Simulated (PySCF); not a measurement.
CH4SSn, neutral, multiplicity 1. Atoms are numbered in the order given.

```xyz
7

Sn     0.3120    -0.1695     0.4907
C      1.4274     1.1306    -0.9017
H      0.9131     2.1014    -0.9991
H      1.4636     0.6699    -1.9029
H      2.4560     1.3068    -0.5517
S     -1.6603    -0.0941    -0.9680
H     -2.4320    -0.8807    -0.1841
```

Geometry optimised at r2SCAN-D4/def2-SVP. The def2 effective core potentials stand for the cores of Sn; spin–orbit coupling is left out. Other conformers were not sampled.

All values below come from PBE0/def2-TZVPD (PySCF).

Mulliken values depend strongly on the basis, most of all with diffuse functions as here. ESP charges are fitted to the potential on shells at 1.4 to 2.0 van der Waals radii. Atomic charges (e):

```csv
atom,Mulliken,ESP fit
Sn1,0.64,0.10
C2,-1.03,___
H3,0.25,___
H4,0.25,___
H5,0.25,___
S6,-0.59,-0.34
H7,0.23,___
```

Task: What belongs in the gaps? (The exact figures need the calculation; the answer reports its results.)

Result: 
- C2, ESP fit: 0.17
- H3, ESP fit: -0.02
- H4, ESP fit: -0.01
- H5, ESP fit: -0.06
- H7, ESP fit: 0.16
